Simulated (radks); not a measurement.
Q: The mean radii <r> (bohr) of the occupied orbitals of an atom or ion are listed with their occupations. Method: scalar-relativistic Kohn-Sham, exchange-only r2SCAN, spin-polarised, spherical densities, finite nucleus; meta-GGA in the generalised Kohn-Sham scheme; Fermi nuclear charge, rms radius of each element as measured or else 0.836 A^(1/3) + 0.57 fm; computed with a radial shooting solver on a logarithmic mesh with Libxc functionals.

| orbital | occ. | <r> |
|---|---|---|
| 1s up | 1 | 0.02112 |
| 1s down | 1 | 0.02112 |
| 2s down | 1 | 0.08975 |
| 2s up | 1 | 0.08975 |
| 2p up | 3 | 0.07946 |
| 2p down | 3 | 0.07946 |
| 3s up | 1 | 0.2342 |
| 3s down | 1 | 0.2341 |
| 3p up | 3 | 0.2332 |
| 3p down | 3 | 0.2330 |
| 3d up | 5 | 0.2122 |
| 3d down | 5 | 0.2120 |
| 4s up | 1 | 0.5303 |
| 4s down | 1 | 0.5303 |
| 4p up | 3 | 0.5617 |
| 4p down | 3 | 0.5617 |
| 4d up | 5 | 0.6099 |
| 4d down | 5 | 0.6107 |
| 5s up | 1 | 1.299 |
| 5s down | 1 | 1.321 |
| 5p up | 3 | 1.521 |
| 5p down | 3 | 1.551 |
| 4f up | 7 | 0.8476 |
| 4f down | 3 | 0.9049 |

Name the element and its charge. Open shells, if any, are filled with parallel spins first.

A: Z = 66, dysprosium, charge +2: Dy2+ in [Xe] 4f10. The 1s radius gives Z: for a bare nucleus <r> = (2 gamma + 1)/(2Z) with gamma = sqrt(1 - (Z/c)^2), 0.02085 bohr for Z = 66, and screening makes it slightly larger (0.02112 here). The occupations add up to 64, and the charge is Z minus that.
